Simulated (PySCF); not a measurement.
Input for PySCF: R-B3LYP/6-311+G** on CH2F4 (a complex), monomers drawn apart or pushed together.

```python
from pyscf import gto, scf, dft, mp
from pyscf.data.elements import chemcore

mol = gto.M(
    atom='''
    F     0.25024175    0.23257027   -0.14423264
    H    -0.02466204    0.91421912    0.42293237
    F    -0.16772690    1.12356833    2.23584973
    C     0.21654800   -0.05160730    2.80063352
    F    -0.82333003   -0.53473423    3.48393189
    F     1.21033693    0.21111698    3.65204293
    H     0.53471045   -0.74480935    2.02335552
    ''',
    basis='6-311+g**',
    charge=0, spin=0, verbose=3, max_memory=1800)
mf = dft.RKS(mol, xc='b3lyp')
mf.conv_tol = 1e-8
mf.max_cycle = 100
mf.kernel()
if not mf.converged:
    mf = mf.newton().run(mf.mo_coeff, mf.mo_occ)
```

Predict the final total energy.

-438.8347 hartree.
